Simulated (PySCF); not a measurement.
## Potential energy of MgTe⁺ along the bond

Set-up: PySCF, scalar-relativistic core potentials, basis sets Mg cc-pVDZ, Te cc-pVDZ-PP with ECP28. Energies in eV from Mg⁺ + Te in their ground configurations at the same level. All curves are PBE0. state 1: ²Π (doublet), unpaired electrons π ↑; state 2: ⁴Σ⁻ (quartet), unpaired electrons σ ↑, π ↑↑, a second solution, started from another occupation; state 3: Ms = 0.5 determinant of mixed spin (⟨S²⟩ near 1.8), unpaired electrons σ ↓, π ↑↑, a second solution, started from another occupation; state 4: Ms = 0.5 determinant of mixed spin (⟨S²⟩ near 1.8), unpaired electrons σ ↑, π ↑↓, a mixture of terms (⟨Lz²⟩ = 2.0), a second solution, started from another occupation.

| R (Å) | state 1 | state 2 | state 3 | state 4 |
| --- | --- | --- | --- | --- |
| 2.226 | -1.056 | 0.908 | 1.005 | 1.3235 |
| 2.329 | -1.487 | 0.184 | 0.282 | 0.6007 |
| 2.433 | -1.721 | -0.329 | -0.229 | 0.0906 |
| 2.510 | -1.802 | -0.608 | -0.506 | -0.1868 |
| 2.588 | -1.822 | -0.818 | -0.713 | -0.3939 |
| 2.666 | -1.796 | -0.973 | -0.864 | -0.5453 |
| 2.769 | -1.709 | -1.111 | -0.999 | -0.6804 |
| 2.899 | -1.547 | -1.205 | -1.087 | -0.7695 |
| 3.054 | -1.315 | -1.238 | -1.114 | -0.7972 |
| 3.261 | -1.002 | -1.199 | -1.069 | -0.7533 |

Task: Put a parabola through the three lowest points of the state 1 curve and estimate Re, k and ωe (reduced mass 20.25 u; 1 eV/Å² = 0.16022 mdyn/Å; ωe = 1302.8·√(k/μ) cm⁻¹).

Result: Through R = 2.51, 2.588, 2.666 Å the second-order coefficient is 3.78 eV/Å², so Re ≈ 2.583 Å, k ≈ 1.21 mdyn/Å and ωe ≈ 319 cm⁻¹. A polynomial fit of higher order to the unrounded PBE0 energies gives Re = 2.579 Å, k = 1.26 mdyn/Å, ωe = 325 cm⁻¹; anharmonicity and rounding make the difference.

The higher-order fit for each curve: state 1: Re = 2.579 Å, ωe = 325 cm⁻¹, De = 1.82 eV; state 2: Re = 3.055 Å, ωe = 174 cm⁻¹, minimum 1.24 eV below the ground-state fragments; state 3: Re = 3.040 Å, ωe = 177 cm⁻¹, minimum 1.11 eV below the ground-state fragments; state 4: Re = 3.042 Å, ωe = 176 cm⁻¹, minimum 0.80 eV below the ground-state fragments.

⟨S²⟩ of the unrestricted solution departs from its pure value on part of the curve, where spin states mix. Spin–orbit coupling is left out, which matters for elements this heavy, above all for dissociation energies. For an ion De counts to the pair picked by the measured ionisation energies or electron affinities, which need not be the lowest pair at this level. The state was picked by a PBE0 search and need not be the measured ground state.
